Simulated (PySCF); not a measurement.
CH₂Cl, SMILES Cl[CH2] (connectivity only; charge and spin as stated), charge +1, multiplicity 1. Heavy atoms are numbered as in [CH2:1][Cl:2]. Hydrogens are named by the atom that carries them.

Geometry optimised at PBE-D3(BJ)/def2-TZVP. The multiplicity is an assumed one; other spin states were not compared. The isomer is the one that the SMILES or the coordinates give; other isomers of the formula were not compared.

Calculation: PBE0/pcSseg-2 in PySCF.

GIAO shieldings, no solvent; atoms alike by connectivity are averaged. δ = σ(ref) − σ: ¹³C against TMS (σ = 186.1 ppm); ³⁵Cl against HCl (σ = 943.3 ppm); ¹H against TMS (σ = 31.54 ppm), references at their B3LYP-D3(BJ)/def2-TZVP geometries, non-relativistic (without spin–orbit terms, shifts of atoms bonded to Cl or Br come out too high).

```csv
nucleus,atoms,count,δ (ppm)
¹³C,C1 (CH2),1,336.6
³⁵Cl,Cl2,1,1238.8
¹H,H on C1,2,13.04
```
